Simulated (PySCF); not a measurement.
Compound: C5H2ClS (doublet state).
Cartesian coordinates in Å at the GFN2-xTB level; atoms count from 1:
```xyz
9
C5H2ClS angstrom
C     -2.2170   -0.4858   -0.5270
C     -1.2472    0.0537   -0.0787
C     -0.0595    0.7073    0.4251
Cl     0.1848    2.2869   -0.4871
C      1.1017   -0.1174    0.2561
C      2.1014   -0.7829    0.0262
S      3.4177   -1.6968   -0.2117
H     -3.0762   -0.9578   -0.9014
H     -0.1921    0.9989    1.4733
```

Identity: `C#C[C@H](Cl)[C]=C=S` [radical].

Level of theory: PySCF, UKS B3LYP, pcH-1 on C Cl H S, non-relativistic, mean-field spin-orbit, GIAO. Isolated species at its GFN2-xTB geometry, gas phase. The geometry wasn't refined by DFT: couplings that depend on bond lengths, twists or pyramidal angles can differ widely from those at the functional's own minimum, by a factor of two or more for some ions and for spin on atoms past the first row.

Output of the driver script. Atoms in this output count from 0.

```
UKS, coarse grid
  cycle   1  E = -1049.92158649  |g| = 3.46e-01
  cycle   2  E = -1049.87140180  |g| = 4.59e-01
  cycle   3  E = -1049.95592164  |g| = 1.80e-01
  cycle   4  E = -1049.96957737  |g| = 7.77e-02
  cycle   5  E = -1049.97261296  |g| = 1.59e-02
  cycle   6  E = -1049.97274273  |g| = 9.04e-03
  cycle   7  E = -1049.97279475  |g| = 3.24e-03
  cycle   8  E = -1049.97280738  |g| = 1.85e-03
  cycle   9  E = -1049.97281440  |g| = 1.23e-03
  cycle  10  E = -1049.97281902  |g| = 7.10e-04
UKS, final grid
  cycle   1  E = -1049.97279659  |g| = 8.13e-04
  cycle   2  E = -1049.97280039  |g| = 1.23e-03
  cycle   3  E = -1049.97280236  |g| = 5.62e-04
  cycle   4  E = -1049.97280481  |g| = 5.49e-04
  cycle   5  E = -1049.97281702  |g| = 5.53e-04
  cycle   6  E = -1049.97283876  |g| = 4.20e-04
  cycle   7  E = -1049.97284418  |g| = 3.65e-04
  cycle   8  E = -1049.97285033  |g| = 3.53e-04
  cycle   9  E = -1049.97286252  |g| = 4.10e-04
  cycle  10  E = -1049.97286284  |g| = 2.37e-04
  cycle  11  E = -1049.97286355  |g| = 2.31e-04
  cycle  12  E = -1049.97286369  |g| = 1.13e-04
  cycle  13  E = -1049.97286369  |g| = 8.60e-05
  cycle  14  E = -1049.97286375  |g| = 4.71e-05
  cycle  15  E = -1049.97286382  |g| = 2.93e-05
  cycle  16  E = -1049.97286382  |g| = 1.26e-05
E = -1049.97286382 Eh   <S^2> = 0.7622 (exact 0.7500)
g shifts (ppm)      1          2          3
  rmc          -205       -205       -205
  gc             -8         43         44
  oz_so         -53       8752     367081
  total        -266       8590     366921
hyperfine (MHz)  atom isotope    a_iso     a_fc   dipolar eigenvalues
    0   13C       3.08       3.08     -1.95     -0.69      2.64
    1   13C      34.24      34.24     -2.37     -1.52      3.89
    2   13C     -16.45     -16.45     -1.25      0.46      0.79
    3  35Cl      -1.16      -1.16     -0.42     -0.36      0.79
    4   13C      35.02      35.02    -37.81    -33.98     71.79
    5   13C     -41.22     -41.22     -5.99     -3.90      9.89
    6   33S      16.28      16.28    -63.92    -62.43    126.34
    7    1H      -0.63      -0.63     -1.14     -0.43      1.57
    8    1H      42.12      42.12     -2.86     -2.05      4.91
```

Find the weak point of this converged calculation.

The largest g shift is +0.367, past the limit of 0.03 at which the run flags a species of elements up to argon. The orbital-Zeeman/spin–orbit term is second order, a sum of spin–orbit matrix elements over excitation energies, so it grows and becomes less reliable as an excited state comes close; a shift this large should be checked with a method that treats spin–orbit coupling variationally or among several states. The contact and dipolar couplings don't rest on that expansion, but they belong to the state that the SCF found, and a close-lying state with the spin in another orbital would have other couplings; no stability test was run. The run left out the spin–orbit part of the hyperfine coupling.

Where is the spin in this solution (atoms counted from 1)?

The largest Mulliken spin populations are on S7 (+0.68), C5 (+0.45) and C6 (-0.14). The unrestricted determinant has ⟨S²⟩ = 0.7622 (exact 0.7500), so spin contamination is small. C5, the radical centre as drawn in `C#C[C@H](Cl)[C]=C=S`, holds a spin population of +0.45 out of 1.

Average a_iso over equivalent nuclei, turn it into first-order splittings with g = 2.0023, and give the multiplets for abundant isotopes (0.05 mT or more).

| nuclei (from 1) | isotope | I | position | a_iso (MHz) | \|a\| (mT) | splits into |
| --- | --- | --- | --- | --- | --- | --- |
| H9 | 1H | 1/2 | 2 bonds from C5 | 42.1 | 1.50 | 1:1 doublet |

Main spin sites, with 60 % or more of the largest population: C5, S7; positions count bonds from the nearest.

The run took 59 s wall (with the writing of density and orbital grids) on an Arm Neoverse V1 with one thread, no GPU, shared host with 32 logical CPUs at a one-minute load of 22, and the process peaked at 0.73 GiB of memory.
